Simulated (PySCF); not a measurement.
SMILES C(=O)([SiH2][SiH2][Si](C)(C)C)O (GFN2-xTB optimised geometry):

```
23

C      1.600     1.677     0.000
Si    -0.308     1.677     0.000
C     -0.917     0.829     1.597
C     -0.921     3.492     0.000
Si    -1.100     0.525    -1.886
Si     0.109    -1.371    -2.455
C      0.370    -2.315    -0.816
O      0.796    -1.815     0.201
O      0.007    -3.600    -0.866
H      2.006     2.109    -0.911
H      1.971     0.660     0.081
H      2.004     2.240     0.837
H     -0.612     1.372     2.488
H     -1.999     0.739     1.621
H     -0.497    -0.170     1.664
H     -0.580     4.020    -0.886
H     -0.560     4.040     0.866
H     -2.006     3.541     0.011
H     -2.515     0.134    -1.725
H     -1.145     1.374    -3.093
H     -0.410    -2.391    -3.372
H      1.476    -1.077    -2.907
H      0.148    -4.040    -0.009
```

Method: B3LYP/def2-SVP in PySCF.

Q: What are the frontier orbital energies and the dipole moment?

A: HOMO-2 -8.08 eV, HOMO-1 -7.55 eV, HOMO -7.38 eV, LUMO -0.79 eV, LUMO+1 -0.26 eV; dipole moment 0.43 D.

Meta-Löwdin charges at B3LYP/def2-SVP: C1 -0.53, Si2 0.71, C3 -0.53, C4 -0.53, Si5 0.10, Si6 0.36, C7 0.31, O8 -0.45, O9 -0.42, H10 0.10, H11 0.12, H12 0.11, H13 0.11, H14 0.10, H15 0.12, H16 0.11, H17 0.11, H18 0.11, H19 -0.08, H20 -0.08, H21 -0.08, H22 -0.08, H23 0.32.
